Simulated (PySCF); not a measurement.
# How methods differ on the excitation energy of Be⁺

Be⁺ [He] 2s1 (2S) → Be⁺ [He] 3d1 (2D), as a difference of total energies. Computed with PySCF 2.14 in dyall-av3z, with scalar relativity by spin-free X2C-1e. The calculations carry no spin-orbit coupling.

```csv
method,excitation energy (eV),error (eV)
UHF,12.184,+0.027
LDA,11.864,-0.293
PBE,11.796,-0.361
PBE0,11.916,-0.241
r2SCAN,11.785,-0.372
wB97X,11.703,-0.454
LC-wPBE,12.354,+0.197
TPSSh,11.834,-0.323
```

Reference: 12.157 eV (measured; NIST levels, between the centres of gravity of the two terms).
